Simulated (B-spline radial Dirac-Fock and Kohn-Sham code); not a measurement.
## Binding energies of Zr at several levels of theory

System: neutral zirconium in the configuration 1s2 2s2 2p6 3s2 3p6 3d10 4s2 4p6 4d1 5s2 5p1 (an excited configuration).

The density-functional columns are spherical, spin-unpolarised Dirac-Kohn-Sham results without Breit or QED terms: −ε is minus the orbital energy of the initial state and ΔSCF the difference of two total energies. The reference in the last column comes from Dirac-Fock energy differences between relaxed states, corrected for Breit and QED terms. All numbers are from a radial finite-basis atomic code, in eV; a selection of levels is shown. The Kohn-Sham columns are given as differences from the reference. For the 1s level of heavy atoms much of the gap between ΔSCF and the reference is the Breit and QED part, -46.4 eV here; for other levels the error of the functional can be larger.

```tsv
level	LDA −ε − DF	LDA ΔSCF − DF	Dirac-Fock
K	-216.1	+40.2	18010.9
L1	-82.5	-39.3	2552.0
L2	-59.6	-6.1	2322.2
L3	-60.8	-9.4	2237.8
M1	-40.2	-25.0	447.8
M2	-31.0	-15.7	361.6
M3	-30.8	-15.8	347.7
M4	-15.4	+0.2	195.9
M5	-15.5	0.0	193.6
N1	-11.0	-4.6	69.44
N2	-5.6	+0.4	43.02
N3	-5.6	+0.3	41.20
N4,5	-3.4	+1.0	9.90
O1	-1.4	+1.5	7.37
O2,3	-1.9	+0.4	4.33
```

Values without a named source are computed, but for edge energies of neutral atoms, which are taken from tables.
